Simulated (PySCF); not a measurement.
Species: C5H3ClOS.
Atom-mapped SMILES: `[O:1]=[C:2]([Cl:3])[c:4]1[cH:5][cH:6][cH:7][s:8]1` (hydrogens: H9 on C5; H10 on C6; H11 on C7)

The calculation used PBE0-D3(BJ)/def2-SVP geometry optimisation, gas phase (PySCF).

(1) Give the optimised bond lengths and angles.

## Answers

(1) 
```json
{"bond": "O1=C2", "length (Å)": "1.189", "order": "double"}
{"bond": "C2–Cl3", "length (Å)": "1.789", "order": "single"}
{"bond": "C2–C4", "length (Å)": "1.457", "order": "single"}
{"bond": "C4–C5", "length (Å)": "1.381", "order": "aromatic"}
{"bond": "C5–C6", "length (Å)": "1.413", "order": "aromatic"}
{"bond": "C6–C7", "length (Å)": "1.377", "order": "aromatic"}
{"bond": "C7–S8", "length (Å)": "1.706", "order": "aromatic"}
{"bond": "C4–S8", "length (Å)": "1.731", "order": "aromatic"}
{"bond": "C5–H9", "length (Å)": "1.090", "order": "single"}
{"bond": "C6–H10", "length (Å)": "1.090", "order": "single"}
{"bond": "C7–H11", "length (Å)": "1.090", "order": "single"}
```

Orders are formal, as drawn. A selection of angles:
```json
{"angle": "O1–C2–Cl3", "degrees": "120.6"}
{"angle": "O1–C2–C4", "degrees": "126.4"}
{"angle": "Cl3–C2–C4", "degrees": "113.0"}
{"angle": "C2–C4–C5", "degrees": "130.5"}
{"angle": "C2–C4–S8", "degrees": "118.0"}
{"angle": "C5–C4–S8", "degrees": "111.5"}
{"angle": "C4–C5–C6", "degrees": "112.4"}
{"angle": "C5–C6–C7", "degrees": "112.2"}
{"angle": "C6–C7–S8", "degrees": "112.6"}
{"angle": "C4–S8–C7", "degrees": "91.3"}
```

Torsions: O1–C2–C4–C5 179° (antiperiplanar).

The 8 heavy atoms lie in one plane (0.007 Å rms). S8 (thiophene-type sulfur) is bent (angle 91.3°). The 2 C–S bonds span 1.706 Å (C7–S8, aromatic) to 1.731 Å (C4–S8, aromatic), a spread of 0.025 Å. The C–C distances run from 1.377 Å (C6–C7, aromatic) to 1.457 Å (C2–C4, drawn single), a spread of 0.080 Å. The 5-membered ring C4–C5–C6–C7–S8 has internal angles of 91.3° to 112.6°; it is planar, 0.00 Å rms from its mean plane, widest ring torsion 0°. Of the pairs four or more bonds apart, Cl3···H9 is among the closest relative to their van der Waals radii: 2.77 Å, 94 % of the sum of Bondi's values.

Point group: Cs (every atom within 0.08 Å of its image). No PBE0-D3(BJ)/def2-SVP frequencies stand behind this structure, so it isn't proved a minimum. The numbers are those of one conformer.
